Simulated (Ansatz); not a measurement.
`N[SiH](Cl)[InH2]` + H₂O → `N[SiH](O)Cl` + `[InH3]` at 500 K and 1 bar (formal hydrolysis of the Si–In bond).

Gas-phase electronic energies from Ansatz, PBE0-D4/def2-TZVP geometries. CCSD(T)/CBS adds triple-zeta CCSD(T) − MP2 to the extrapolated MP2 energy (def2 sets, frozen cores). This one scheme is used for every species. def2 core potentials past Kr. For In outer-core shells are correlated without core-valence functions, which leaves a few kJ/mol of doubt a bond. Each species was taken in one conformer, which may not be the lowest.

| species | CCSD(T)/CBS energy (Eh) | H − E (kJ/mol) | S (J/(mol·K)) |
| --- | --- | --- | --- |
| `N[SiH](Cl)[InH2]` | -996.44148 | 178.5 | 447.4 |
| H₂O | -76.37941 | 73.2 | 206.3 |
| `N[SiH](O)Cl` | -881.28474 | 175.1 | 377.2 |
| `[InH3]` | -191.56739 | 65.2 | 255.5 |

H − E and S are ideal-gas, rigid-rotor, harmonic terms from PBE0-D4/def2-TZVP, for one conformer and one mirror image of each species. 1 Eh = 2625.50 kJ/mol, R = 8.31446 J/(mol·K).

By hand: ΔE, ΔH, ΔS and ΔG.

ΔE = (-881.28474) + (-191.56739) − (-996.44148) − (-76.37941) = -0.03124 Eh = -82.0 kJ/mol. Δ(H − E) = 175.1 + 65.2 − 178.5 − 73.2 = -11.4, so ΔH = -93.4 kJ/mol. ΔS = 377.2 + 255.5 − 447.4 − 206.3 = -21.0 J/(mol·K). ΔG = -93.4 − 500 × (-21.0)/1000 = -82.9 kJ/mol.

By hand: the equilibrium constant, and the temperature at which ΔG would vanish if ΔH and ΔS stayed fixed.

log₁₀ K = −ΔG/(RT ln 10) = 8.7. ΔG = 0 at ΔH/ΔS = 4448 K, far beyond where these terms or the molecules hold.

ΔH outweighs TΔS. A doubt of 5 kJ/mol in ΔE shifts log₁₀ K by 0.5 here. Other conformers and mirror images would add mixing entropy, several J/(mol·K) or more a flexible species. These are equilibria of isolated gas molecules and say nothing of rates. Largest T1 diagnostic: 0.014 (customary marks: 0.02 for closed shells, 0.045 for open ones).
